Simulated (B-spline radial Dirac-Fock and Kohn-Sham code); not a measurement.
## K-shell conversion coefficients of Rb against transition energy

Method: a Dirac-Hartree-Slater potential of the neutral atom with a Latter tail (no hole, which puts coefficients of high multipoles low close above an edge), finite nucleus with surface currents. Computed with a B-spline atomic structure program. Subshells within 1 keV of threshold and pair formation are left out.

| energy (keV) | E3 | E4 | E5 | M1 | M3 | M5 |
| --- | --- | --- | --- | --- | --- | --- |
| 16.5 | 283 | 548 | 1110 | 23.7 | 11100 | 98400 |
| 20 | 824 | 5860 | 42200 | 13.4 | 8190 | 781000 |
| 20.1 | 829 | 5990 | 43700 | 13.2 | 8090 | 792000 |
| 25.1 | 766 | 8060 | 85700 | 6.84 | 3980 | 768000 |
| 29.7 | 547 | 6340 | 74200 | 4.16 | 2110 | 476000 |
| 50 | 104 | 1150 | 12600 | 0.910 | 239 | 44000 |
| 58.3 | 58.5 | 601 | 6190 | 0.585 | 122 | 19300 |
| 61.4 | 47.8 | 479 | 4810 | 0.505 | 97.7 | 14500 |
| 100 | 6.51 | 49.5 | 374 | 0.128 | 11.7 | 924 |
| 121 | 2.90 | 19.5 | 131 | 0.0763 | 5.14 | 310 |
| 131 | 2.07 | 13.2 | 83.9 | 0.0615 | 3.67 | 197 |
| 149 | 1.19 | 7.00 | 40.8 | 0.0436 | 2.13 | 94.8 |
| 160 | 0.877 | 4.92 | 27.3 | 0.0361 | 1.58 | 63.4 |
| 197 | 0.361 | 1.77 | 8.54 | 0.0209 | 0.673 | 19.9 |
| 200 | 0.338 | 1.64 | 7.85 | 0.0201 | 0.633 | 18.3 |
| 313 | 0.0526 | 0.191 | 0.688 | 0.00649 | 0.109 | 1.67 |
| 500 | 0.00877 | 0.0243 | 0.0666 | 0.00211 | 0.0201 | 0.166 |
| 725 | 0.00253 | 0.00581 | 0.0131 | 0.000910 | 0.00589 | 0.0321 |
| 735 | 0.00242 | 0.00553 | 0.0124 | 0.000883 | 0.00564 | 0.0303 |
| 834 | 0.00166 | 0.00357 | 0.00757 | 0.000670 | 0.00382 | 0.0180 |
| 879 | 0.00142 | 0.00300 | 0.00621 | 0.000598 | 0.00325 | 0.0146 |
| 1000 | 0.000992 | 0.00198 | 0.00389 | 0.000455 | 0.00222 | 0.00888 |
| 1090 | 0.000788 | 0.00152 | 0.00288 | 0.000380 | 0.00173 | 0.00644 |
| 1170 | 0.000657 | 0.00123 | 0.00228 | 0.000328 | 0.00142 | 0.00498 |
| 1770 | 0.000248 | 0.000407 | 0.000653 | 0.000145 | 0.000475 | 0.00125 |
| 1860 | 0.000223 | 0.000361 | 0.000570 | 0.000132 | 0.000420 | 0.00107 |
| 2000 | 0.000191 | 0.000303 | 0.000470 | 0.000115 | 0.000352 | 0.000860 |

Task: How fast do they fall between 1770 and 2000 keV?

Result: As powers of the energy: E3 E^-2.14, E4 E^-2.42, E5 E^-2.70, M1 E^-1.88, M3 E^-2.46, M5 E^-3.04. Within one type (E or M) the higher multipoles fall faster.
